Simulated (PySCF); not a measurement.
C3H6N2Si, SMILES [SiH3]/N=C/CC#N. Coordinates come from a PBE-D3(BJ)/def2-SVP optimisation. The structure was generated by enumeration; whether it is a known compound was not checked. Other conformers were not sampled.

Q: Give the equilibrium geometry at PBE-D3(BJ)/def2-SVP (PySCF confirms it by a frequency run) as bond lengths and angles. (An estimate is asked for; the answer gives what the named calculation found.)

A: One answer among several that fit: 
Atoms: N1 C2 C3 C4 N5 Si6 H7 H8 H9 H10 H11 H12. Bonds (Å): N1–C2 1.171, C2–C3 1.461, C3–C4 1.526, C3–H7 1.109, C3–H8 1.114, C4–N5 1.271, C4–H9 1.122, N5–Si6 1.772, Si6–H10 1.500, Si6–H11 1.512, Si6–H12 1.501. Angles (°): N1–C2–C3 178.1, C2–C3–C4 113.0, C2–C3–H7 110.9, C2–C3–H8 108.4, C4–C3–H7 108.8, C4–C3–H8 108.3, H7–C3–H8 107.3, C3–C4–N5 121.1, C3–C4–H9 114.3, N5–C4–H9 124.6, C4–N5–Si6 124.6, N5–Si6–H10 107.5, N5–Si6–H11 112.7, N5–Si6–H12 107.4, H10–Si6–H11 109.9, H10–Si6–H12 109.4, H11–Si6–H12 109.8.
